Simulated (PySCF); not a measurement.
AlBHN (calculated)

Calculation on a computer-drawn molecule: vertical ionisation energy to the stated ion spin, frozen-core CCSD(T) at the basis limit and cheaper methods, single-reference cases, UHF for radicals, no spin-orbit; all values are single points at the evaluated structure, the first of each entry, which is the reference or a displaced copy of it and isn't optimised; the reference structure only sets the zero of the energies above reference; triples share is (T) over the correlation energy. Program: PySCF 2.14.0.

Common to all runs: charge 0; multiplicity 1; ion multiplicity 2; diffuse functions no; basis cc-pV(n+d)Z; reference is the Hartree-Fock double-zeta minimum; best is HF at quadruple zeta + MP2 correlation extrapolated from triple and quadruple zeta + CCSD(T) minus MP2 at triple zeta; basis step is the size of the change from the same recipe one zeta lower.

```yaml
- entry: 1
  formula: AlBHN
  evaluated_structure:
    atoms_angstrom:
      - [B, -0.3307, 2.6358, 1.3816]
      - ["N", 0.0394, 2.1974, 0.2524]
      - [Al, 0.5671, 1.5334, -1.4807]
      - [H, -0.5972, 3.1761, 2.4735]
  reference_structure:
    atoms_angstrom:
      - [B, -0.3024, 2.7105, 1.4124]
      - ["N", 0.0113, 2.2682, 0.2838]
      - [Al, 0.4621, 1.6343, -1.3356]
      - [H, -0.5964, 3.1247, 2.4698]
  given:
    drawn_bonds_atom: [1, 2, 1]
    drawn_bonds_other_atom: [2, 3, 4]
    drawn_bonds_order: [2, 1, 1]
  results:
    "ionisation_energy_best [eV]": 8.982
    "ionisation_energy_basis_step [eV]": 0.002721
    "energy_above_reference_best [kcal/mol]": 4.687
    "energy_above_reference_basis_step [kcal/mol]": 0.4286
    triple_zeta_method: [HF, PBE, r2SCAN, B3LYP, wB97X, MP2, CCSD, "CCSD(T)"]
    "triple_zeta_ionisation_energy [eV]": [7.789, 8.806, 8.646, 8.932, 8.936, 8.666, 8.88, 8.908]
    "triple_zeta_energy_above_reference [kcal/mol]": [7.033, 3.462, 5.096, 4.841, 5.365, 4.161, 4.82, 4.301]
    "ionisation_energy_Koopmans_at_triple_zeta [eV]": 8.613
    "ionisation_energy_EOM_CCSD_at_triple_zeta [eV]": 8.913
    "total_energy_HF_triple_zeta [hartree]": -321.6981
    "total_energy_CCSD(T)_triple_zeta [hartree]": -322.0791
    "total_energy_best [hartree]": -322.1259
    T1_diagnostic_at_triple_zeta: 0.0172
    D1_diagnostic_at_triple_zeta: 0.03549
    ion_T1_diagnostic_at_triple_zeta: 0.01942
    ion_D1_diagnostic_at_triple_zeta: 0.04656
    ion_spin_squared_at_triple_zeta: 0.7565
    triples_share_at_triple_zeta: 0.04875
    basis_functions_triple_zeta: 113
    "dipole_magnitude_HF_at_triple_zeta [debye]": 0.968
    "dipole_magnitude_CCSD_unrelaxed_at_triple_zeta [debye]": 0.1685
    "dipole_magnitude_PBE_at_triple_zeta [debye]": 0.2988
    "dipole_magnitude_r2SCAN_at_triple_zeta [debye]": 0.535
    "dipole_magnitude_B3LYP_at_triple_zeta [debye]": 0.3008
    "dipole_magnitude_wB97X_at_triple_zeta [debye]": 0.5093
- entry: 2
  formula: AlBHN
  evaluated_structure:
    atoms_angstrom:
      - [B, -0.3307, 2.6358, 1.3816]
      - ["N", 0.0394, 2.1974, 0.2524]
      - [Al, 0.5887, 1.5062, -1.5516]
      - [H, -0.5972, 3.1761, 2.4735]
  reference_structure:
    atoms_angstrom:
      - [B, -0.3024, 2.7105, 1.4124]
      - ["N", 0.0113, 2.2682, 0.2838]
      - [Al, 0.4621, 1.6343, -1.3356]
      - [H, -0.5964, 3.1247, 2.4698]
  given:
    drawn_bonds_atom: [1, 2, 1]
    drawn_bonds_other_atom: [2, 3, 4]
    drawn_bonds_order: [2, 1, 1]
  results:
    "ionisation_energy_best [eV]": 9.176
    "ionisation_energy_basis_step [eV]": 0.00356
    "energy_above_reference_best [kcal/mol]": 8.671
    "energy_above_reference_basis_step [kcal/mol]": 0.5706
    triple_zeta_method: [HF, PBE, r2SCAN, B3LYP, wB97X, MP2, CCSD, "CCSD(T)"]
    "triple_zeta_ionisation_energy [eV]": [8.019, 8.978, 8.834, 9.117, 9.127, 8.873, 9.079, 9.099]
    "triple_zeta_energy_above_reference [kcal/mol]": [11.83, 6.957, 9.218, 8.672, 9.554, 7.894, 8.88, 8.203]
    "ionisation_energy_Koopmans_at_triple_zeta [eV]": 8.848
    "ionisation_energy_EOM_CCSD_at_triple_zeta [eV]": 9.114
    "total_energy_HF_triple_zeta [hartree]": -321.6905
    "total_energy_CCSD(T)_triple_zeta [hartree]": -322.0729
    "total_energy_best [hartree]": -322.1196
    T1_diagnostic_at_triple_zeta: 0.01725
    D1_diagnostic_at_triple_zeta: 0.03562
    ion_T1_diagnostic_at_triple_zeta: 0.02072
    ion_D1_diagnostic_at_triple_zeta: 0.04969
    ion_spin_squared_at_triple_zeta: 0.7606
    triples_share_at_triple_zeta: 0.04923
    basis_functions_triple_zeta: 113
    "dipole_magnitude_HF_at_triple_zeta [debye]": 0.2691
    "dipole_magnitude_CCSD_unrelaxed_at_triple_zeta [debye]": 0.4898
    "dipole_magnitude_PBE_at_triple_zeta [debye]": 0.3091
    "dipole_magnitude_r2SCAN_at_triple_zeta [debye]": 0.08795
    "dipole_magnitude_B3LYP_at_triple_zeta [debye]": 0.3385
    "dipole_magnitude_wB97X_at_triple_zeta [debye]": 0.1647
- entry: 3
  formula: AlBHN
  evaluated_structure:
    atoms_angstrom:
      - [B, -0.3307, 2.6358, 1.3816]
      - ["N", 0.0394, 2.1974, 0.2524]
      - [Al, 0.5904, 1.5041, -1.557]
      - [H, -0.5972, 3.1761, 2.4735]
  reference_structure:
    atoms_angstrom:
      - [B, -0.3024, 2.7105, 1.4124]
      - ["N", 0.0113, 2.2682, 0.2838]
      - [Al, 0.4621, 1.6343, -1.3356]
      - [H, -0.5964, 3.1247, 2.4698]
  given:
    drawn_bonds_atom: [1, 2, 1]
    drawn_bonds_other_atom: [2, 3, 4]
    drawn_bonds_order: [2, 1, 1]
  results:
    "ionisation_energy_best [eV]": 9.19
    "ionisation_energy_basis_step [eV]": 0.004066
    "energy_above_reference_best [kcal/mol]": 9.019
    "energy_above_reference_basis_step [kcal/mol]": 0.5804
    triple_zeta_method: [HF, PBE, r2SCAN, B3LYP, wB97X, MP2, CCSD, "CCSD(T)"]
    "triple_zeta_ionisation_energy [eV]": [8.036, 8.991, 8.848, 9.13, 9.141, 8.889, 9.094, 9.113]
    "triple_zeta_energy_above_reference [kcal/mol]": [12.24, 7.267, 9.574, 9.006, 9.914, 8.223, 9.234, 8.545]
    "ionisation_energy_Koopmans_at_triple_zeta [eV]": 8.866
    "ionisation_energy_EOM_CCSD_at_triple_zeta [eV]": 9.129
    "total_energy_HF_triple_zeta [hartree]": -321.6898
    "total_energy_CCSD(T)_triple_zeta [hartree]": -322.0723
    "total_energy_best [hartree]": -322.1190
    T1_diagnostic_at_triple_zeta: 0.01726
    D1_diagnostic_at_triple_zeta: 0.03563
    ion_T1_diagnostic_at_triple_zeta: 0.02083
    ion_D1_diagnostic_at_triple_zeta: 0.04987
    ion_spin_squared_at_triple_zeta: 0.761
    triples_share_at_triple_zeta: 0.04927
    basis_functions_triple_zeta: 113
    "dipole_magnitude_HF_at_triple_zeta [debye]": 0.2161
    "dipole_magnitude_CCSD_unrelaxed_at_triple_zeta [debye]": 0.5399
    "dipole_magnitude_PBE_at_triple_zeta [debye]": 0.3552
    "dipole_magnitude_r2SCAN_at_triple_zeta [debye]": 0.1338
    "dipole_magnitude_B3LYP_at_triple_zeta [debye]": 0.387
    "dipole_magnitude_wB97X_at_triple_zeta [debye]": 0.2152
- entry: 4
  formula: AlBHN
  evaluated_structure:
    atoms_angstrom:
      - [B, -0.3307, 2.6358, 1.3816]
      - ["N", 0.0394, 2.1974, 0.2524]
      - [Al, 0.5989, 1.4934, -1.5849]
      - [H, -0.5972, 3.1761, 2.4735]
  reference_structure:
    atoms_angstrom:
      - [B, -0.3024, 2.7105, 1.4124]
      - ["N", 0.0113, 2.2682, 0.2838]
      - [Al, 0.4621, 1.6343, -1.3356]
      - [H, -0.5964, 3.1247, 2.4698]
  given:
    drawn_bonds_atom: [1, 2, 1]
    drawn_bonds_other_atom: [2, 3, 4]
    drawn_bonds_order: [2, 1, 1]
  results:
    "ionisation_energy_best [eV]": 9.262
    "ionisation_energy_basis_step [eV]": 0.006766
    "energy_above_reference_best [kcal/mol]": 10.9
    "energy_above_reference_basis_step [kcal/mol]": 0.6286
    triple_zeta_method: [HF, PBE, r2SCAN, B3LYP, wB97X, MP2, CCSD, "CCSD(T)"]
    "triple_zeta_ionisation_energy [eV]": [8.123, 9.052, 8.917, 9.196, 9.211, 8.969, 9.168, 9.185]
    "triple_zeta_energy_above_reference [kcal/mol]": [14.41, 8.945, 11.49, 10.81, 11.85, 10.01, 11.14, 10.39]
    "ionisation_energy_Koopmans_at_triple_zeta [eV]": 8.958
    "ionisation_energy_EOM_CCSD_at_triple_zeta [eV]": 9.203
    "total_energy_HF_triple_zeta [hartree]": -321.6864
    "total_energy_CCSD(T)_triple_zeta [hartree]": -322.0694
    "total_energy_best [hartree]": -322.1160
    T1_diagnostic_at_triple_zeta: 0.01729
    D1_diagnostic_at_triple_zeta: 0.03569
    ion_T1_diagnostic_at_triple_zeta: 0.02143
    ion_D1_diagnostic_at_triple_zeta: 0.05056
    ion_spin_squared_at_triple_zeta: 0.7639
    triples_share_at_triple_zeta: 0.04945
    basis_functions_triple_zeta: 113
    "dipole_magnitude_HF_at_triple_zeta [debye]": 0.08284
    "dipole_magnitude_CCSD_unrelaxed_at_triple_zeta [debye]": 0.7996
    "dipole_magnitude_PBE_at_triple_zeta [debye]": 0.5939
    "dipole_magnitude_r2SCAN_at_triple_zeta [debye]": 0.3767
    "dipole_magnitude_B3LYP_at_triple_zeta [debye]": 0.6383
    "dipole_magnitude_wB97X_at_triple_zeta [debye]": 0.4798
- entry: 5
  formula: AlBHN
  evaluated_structure:
    atoms_angstrom:
      - [B, -0.2799, 2.7577, 1.4215]
      - ["N", 0.0168, 2.2223, 0.2664]
      - [Al, 0.4852, 1.6415, -1.3507]
      - [H, -0.5817, 3.076, 2.4555]
  reference_structure:
    atoms_angstrom:
      - [B, -0.3024, 2.7105, 1.4124]
      - ["N", 0.0113, 2.2682, 0.2838]
      - [Al, 0.4621, 1.6343, -1.3356]
      - [H, -0.5964, 3.1247, 2.4698]
  given:
    drawn_bonds_atom: [1, 2, 1]
    drawn_bonds_other_atom: [2, 3, 4]
    drawn_bonds_order: [2, 1, 1]
  results:
    "dipole_magnitude_HF_at_triple_zeta [debye]": null
    "dipole_magnitude_CCSD_unrelaxed_at_triple_zeta [debye]": null
```

Q: Give the missing dipole magnitude HF at triple zeta for AlBHN (entry 5).
A: 2.522 debye

Q: AlBHN (entry 5): dipole magnitude CCSD unrelaxed at triple zeta?
A: 1.546 debye

Q: Give the table of triple zeta values for AlBHN (entry 5).
A: 
Triple zeta:
| method | ionisation energy (eV) | energy above reference (kcal/mol) |
| --- | --- | --- |
| HF | 7.289 | 4.48 |
| PBE | 8.415 | 2.438 |
| r2SCAN | 8.233 | 2.808 |
| B3LYP | 8.514 | 3.099 |
| wB97X | 8.504 | 3.478 |
| MP2 | 8.238 | 1.96 |
| CCSD | 8.441 | 2.872 |
| CCSD(T) | 8.49 | 2.271 |

Further results for AlBHN (entry 5):

- ionisation energy best: 8.559 eV
- ionisation energy basis step: 0.01225 eV
- energy above reference best: 2.642 kcal/mol
- energy above reference basis step: 0.4696 kcal/mol
- ionisation energy Koopmans at triple zeta: 8.115 eV
- ionisation energy EOM CCSD at triple zeta: 8.466 eV
- total energy HF triple zeta: -321.7022 hartree
- total energy CCSD(T) triple zeta: -322.0823 hartree
- total energy best: -322.1292 hartree
- T1 diagnostic at triple zeta: 0.01853
- D1 diagnostic at triple zeta: 0.03925
- ion T1 diagnostic at triple zeta: 0.01844
- ion D1 diagnostic at triple zeta: 0.03975
- ion spin squared at triple zeta: 0.7538
- triples share at triple zeta: 0.0492
- basis functions triple zeta: 113
- dipole magnitude PBE at triple zeta: 1.595 debye
- dipole magnitude r2SCAN at triple zeta: 1.869 debye
- dipole magnitude B3LYP at triple zeta: 1.667 debye
- dipole magnitude wB97X at triple zeta: 1.95 debye
